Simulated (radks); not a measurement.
Results of a calculation; reference values are marked as such.
Isoelectronic series with 15 electrons, each ion in its NIST ground configuration. Code: a radial shooting solver on a logarithmic mesh with Libxc functionals. Model: Dirac Kohn-Sham, PBE, spin-unpolarised, spherical densities, finite nucleus; open shells fill j = l - 1/2 first; Fermi nuclear charge, rms radius of each element as measured or else 0.836 A^(1/3) + 0.57 fm. Total energies (hartree) and mean radii <r> (bohr):

ion    configuration  E (hartree)   3p3/2   3p1/2
Ca5+    [Ne] 3s2 3p3   -672.09615   1.122   1.117
V8+     [Ne] 3s2 3p3   -926.28283  0.8722  0.8671
Fe11+   [Ne] 3s2 3p3  -1222.85112  0.7159  0.7107
Cu14+   [Ne] 3s2 3p3  -1562.19099  0.6080  0.6026
Ge17+   [Ne] 3s2 3p3  -1944.76908  0.5287  0.5230
Br20+   [Ne] 3s2 3p3  -2371.12733  0.4678  0.4618
Sr23+   [Ne] 3s2 3p3  -2841.88273  0.4195  0.4132
Nb26+   [Ne] 3s2 3p3  -3357.73126  0.3802  0.3735
Ru29+   [Ne] 3s2 3p3  -3919.45345  0.3476  0.3405
Ag32+   [Ne] 3s2 3p3  -4527.92762  0.3201  0.3126
